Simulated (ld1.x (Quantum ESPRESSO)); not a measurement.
## Cutoff test, thallium, TM

| Quantity | Value |
| --- | --- |
| Element | thallium (Tl) |
| Generator | ld1.x (Quantum ESPRESSO) 7.5 |
| Type | norm-conserving Troullier–Martins (Kleinman–Bylander form) |
| Functional | PBE |
| Relativity | fully relativistic |
| Frozen core | [Xe] 4f14 |
| Valence charge | 13 |
| Reference configuration | 5d10 6s2 6p1 |
| Partial waves | 6s (bound): rc 2.20 bohr; 6p (bound): rc 2.75 bohr; 5d (bound): rc 2.05 bohr; 5f channel at 0.15 Ry: rc 2.10 bohr |
| Local potential | all-electron potential smoothed inside 2.70 bohr (lloc = -2) |
| Core correction | Bessel-smoothed model core, default radius (core density twice the valence density) |

Open shells are filled in proportion to 2j + 1 (rel_dist='average').

The pseudo-atom Hamiltonian at the reference potential is diagonalised in spherical Bessel functions j_l(qr) that vanish at 20 bohr, with q² up to the cutoff. All-electron valence levels (Ry): 6s -0.6998, 6p1/2 -0.2313, 6p3/2 -0.1551, 5d3/2 -1.2329, 5d5/2 -1.0716.

Problem. How do the lowest levels (Ry) of each channel move with the cutoff, and are there ghosts?

Solution.

```
cutoff (Ry)     s #1  p1/2 #1  p1/2 #2  p3/2 #1  d3/2 #1  d3/2 #2  d5/2 #1  d5/2 #2  f5/2 #1  f7/2 #1  Σ f·Δε (mRy)
          8  -0.6866  -0.2278   0.0169  -0.1541   0.0201   0.0789   0.0177   0.0765   0.0963   0.0963       11577.3
         12  -0.6926  -0.2311   0.0166  -0.1552  -0.1379   0.0488  -0.1454   0.0486   0.0963   0.0963        9952.7
         21  -0.6980  -0.2314   0.0166  -0.1553  -0.8587   0.0426  -0.7824   0.0428   0.0963   0.0963        3236.6
         30  -0.6997  -0.2316   0.0166  -0.1554  -1.1445   0.0420  -1.0089   0.0423   0.0963   0.0963         730.6
         45  -0.7000  -0.2316   0.0166  -0.1554  -1.2309   0.0418  -1.0705   0.0422   0.0963   0.0963          15.0
         55  -0.7000  -0.2316   0.0166  -0.1554  -1.2328   0.0418  -1.0715   0.0422   0.0963   0.0963           1.7
         80  -0.7000  -0.2316   0.0166  -0.1554  -1.2329   0.0418  -1.0716   0.0422   0.0963   0.0963           0.6
        100  -0.7000  -0.2316   0.0166  -0.1554  -1.2330   0.0418  -1.0716   0.0422   0.0963   0.0963           0.1
        400  -0.7000  -0.2316   0.0166  -0.1554  -1.2330   0.0418  -1.0716   0.0422   0.0963   0.0963           0.0
```

Result: no extra level below or beside the all-electron valence levels (s, p1/2, p3/2, d3/2, d5/2, f5/2, f7/2 tested); 10 mRy is reached at 50 Ry and 1 mRy at 80 Ry.
